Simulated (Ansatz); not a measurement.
Isolated molecules relaxed with PBE0-D4/def2-TZVP in Ansatz; ΔE leaves out vibrations. CCSD(T)/CBS adds triple-zeta CCSD(T) − MP2 to the extrapolated MP2 energy (def2 sets, frozen cores). This one scheme is used for every species. Functionals use def2-TZVPP. HSE06 is defined as in plane-wave codes. For Ga, Se outer-core shells are correlated without core-valence functions, which leaves a few kJ/mol of doubt a bond. Scalar relativity is left out up to krypton.

Reaction (ligand exchange at a Ga–C bond): `C#[C][GaH2]` + `C[SeH]` → `C[Se][GaH2]` + `C#C`

`C#[C][GaH2]`:

Cartesian coordinates in Å:
```
C 1.662 0.489 0.594
C 0.564 0.166 0.203
Ga -1.174 -0.345 -0.420
H 2.630 0.773 0.940
H -2.106 -1.126 0.559
H -1.577 0.043 -1.876
```

`C[SeH]`:

Z-matrix (Å, degrees):
```
C
Se 1 1.949
H 1 1.088 2 110.6
H 1 1.087 2 110.6 3 -123.3
H 1 1.089 2 106.0 3 118.4
H 2 1.468 1 95.4 3 61.7
```

`C[Se][GaH2]`:

Cartesian coordinates in Å:
```
C 0.842 -1.129 0.341
Se -0.508 -0.767 -1.034
Ga -1.085 1.395 -0.474
H 1.783 -1.361 -0.154
H 0.512 -1.983 0.929
H 0.967 -0.262 0.986
H -2.172 2.091 -1.350
H -0.340 2.017 0.755
```

`C#C`:

```xyz
4

C     0.311    0.500    0.108
C    -0.311   -0.500   -0.108
H     0.865    1.389    0.300
H    -0.865   -1.389   -0.300
```

(1) Is it downhill or uphill in electronic energy at CCSD(T)/CBS, and by how much? (An estimate is asked.)

(2) What do these levels give: r2SCANh-D4, ωB97X-V, ωB97M-V, B2PLYP, PBE0, r2SCAN0, HSE06, BHLYP, LC-ωPBE, HF/def2-TZVPP, HF/CBS(def2), CCSD/CBS(def2)? (Estimate.)

Largest T1 diagnostic among the species: 0.014.

Results:

(1) Ansatz gave: Downhill: ΔE = -17.7 kcal/mol.

(2) Computed: r2SCANh-D4 -18.0, ωB97X-V -16.4, ωB97M-V -16.9, B2PLYP -16.9, PBE0 -17.7, r2SCAN0 -17.9, HSE06 -17.7, BHLYP -16.7, LC-ωPBE -16.1, HF/def2-TZVPP -15.3, HF/CBS(def2) -15.0, CCSD/CBS(def2) -17.5 kcal/mol.

At CCSD(T), def2-SVP lies +1.6 kcal/mol from the extrapolated value and def2-TZVPP +1.5 kcal/mol. The D4 term adds −0.9 kcal/mol with B3LYP and −0.5 kcal/mol with PBE0; it sums over pairs of atoms, weighted by their polarisabilities, and B3LYP, whose exchange is more repulsive, gets the larger term. Leaving LDA and LC-ωPBE aside and taking each functional with its dispersion term where it has one, the values, not all of them listed here, spread over 2.2 kcal/mol, from PBE-D4 to ωB97X-V. LDA lies −1.1 kcal/mol from PBE without D4.

B3LYP here is the variant with VWN-RPA as its local correlation; programs differ in this.
